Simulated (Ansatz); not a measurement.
Born–Oppenheimer molecular dynamics of ClFGeH$_{2}$ (5 atoms, charge 0, multiplicity 1). It starts from a relaxed structure.

Level of theory: RKS PBE0-D4/def2-SVP (Ansatz 0.2.0).

* ensemble: NVT, Nosé–Hoover chain
* time step: 0.5 fs
* steps asked: 100
* set temperature: 200 K
* thermostat: time constant 20 fs, chain length 5
* seed: 784328

First frame:

```xyz
5
Properties=species:S:1:pos:R:3
Ge -0.062 0.000 -0.001
Cl -0.002 0.000 2.141
F 1.583 0.000 -0.548
H -0.697 1.306 -0.482
H -0.697 -1.306 -0.482
```

Question: How far do the bonds stretch over the last three quarters of this one trajectory? (Pairs bonded in most of those frames.)

Answer: 
```tsv
bond	mean (Å)	spread (Å)	shortest	longest
Ge1–Cl2	2.174	0.045	2.08	2.22
Ge1–F3	1.733	0.005	1.73	1.74
Ge1–H4	1.532	0.021	1.50	1.57
Ge1–H5	1.530	0.005	1.52	1.54
```

Mean temperature of the second half: 187 K. The conserved energy stayed within 0.044 meV per atom of its start (net change 0.043 meV per atom), so the integration is sound. A run of 0.05 ps of so small a system gives no equilibrium averages.

The run took 3.9 min on 1 thread of Arm Neoverse V1, with other jobs on the host, peak memory 0.14 GiB.
